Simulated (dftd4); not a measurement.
C4H9Cl3Sn, triplet, at the geometry of the source list (a higher spin typed on purpose: for a closed-shell molecule this is an excited state); dftd4 with D4 for blyp.

Input for dftd4:
```
$ dftd4 mol.xyz --func blyp --charge 0 --json dftd4.json --noedisp --grad

# file mol.xyz
17

C     -2.55570000     0.21460000     0.05930000
C     -1.07930000     0.34140000    -0.29060000
C     -0.31020000    -0.93140000     0.04990000
C      1.08890000    -0.96070000    -0.48800000
Sn     2.46520000     0.66390000     0.34860000
Cl     2.88530000     2.37870000    -1.19710000
Cl     1.72010000     1.73630000     2.30180000
Cl     4.57080000    -0.20270000     0.90680000
H     -3.03530000    -0.54530000    -0.55730000
H     -3.06480000     1.16040000    -0.09950000
H     -2.67630000    -0.06830000     1.10360000
H     -0.64780000     1.17620000     0.26630000
H     -0.97110000     0.56080000    -1.35220000
H     -0.30980000    -1.08030000     1.13240000
H     -0.83350000    -1.78830000    -0.39220000
H      1.62230000    -1.87260000    -0.23250000
H      1.13130000    -0.78260000    -1.55940000
```

It wrote (shortened):

```
                    ____  _____ _____     ____  _  _
      -------------|  _ \|  ___|_   _|---|  _ \| || |------------
     |             | | | | |_    | | ___ | | | | || |_           |
     |             | |_| |  _|   | ||___|| |_| |__   _|          |
     |             |____/|_|     |_|     |____/   |_|            |
     |             ===================================           |
     |            E. Caldeweyher, S. Ehlert & S. Grimme          |
     |          Mulliken Center for Theoretical Chemistry        |
     |                    University of Bonn                     |
      -----------------------------------------------------------

Rational (Becke-Johnson) damping: blyp-D4-ATM
---------------------
  s6         1.0000
  s8         2.3408
  s9         1.0000
  a1         0.4449
  a2         4.0933
 alp        16.0000
--------------------

Dispersion energy:      -4.0106607980026E-02 Eh

Gradient norm:           3.6882649468608E-03 Eh/a0
--------------------------------------------------
     #    Z           dE/dx      dE/dy      dE/dz
--------------------------------------------------
     1    6 C    -8.436E-04  1.583E-04  2.203E-05
     2    6 C    -8.756E-04  9.545E-05 -2.604E-04
     3    6 C    -3.407E-05 -5.659E-04 -7.065E-05
     4    6 C     4.794E-04 -3.810E-04 -1.785E-04
     5   50 Sn    8.429E-04 -1.940E-04 -5.162E-05
     6   17 Cl    4.876E-04  1.239E-03 -1.181E-03
     7   17 Cl   -3.491E-05  9.776E-04  1.735E-03
     8   17 Cl    1.441E-03 -6.896E-04  3.497E-04
     9    1 H    -2.315E-04  2.633E-05 -1.913E-05
    10    1 H    -1.781E-04  6.637E-05  5.182E-06
    11    1 H    -2.438E-04  4.537E-05  6.464E-05
    12    1 H    -3.927E-04  1.001E-04 -4.426E-05
    13    1 H    -2.730E-04  7.146E-05 -1.823E-04
    14    1 H    -1.273E-04 -2.694E-04  1.008E-04
    15    1 H    -5.122E-05 -2.275E-04 -4.227E-05
    16    1 H    -7.371E-06 -2.287E-04 -8.154E-05
    17    1 H     4.215E-05 -2.239E-04 -1.659E-04
--------------------------------------------------

Virial:
--------------------------------------------------
      component           x          y          z
--------------------------------------------------
          x       3.058E-02 -2.073E-05  1.625E-03
          y      -2.073E-05  1.348E-02  6.778E-04
          z       1.625E-03  6.778E-04  1.246E-02
--------------------------------------------------

[Info] Dispersion results written to 'dftd4.txt'
[Info] JSON dump of results written to 'dftd4.json'
```
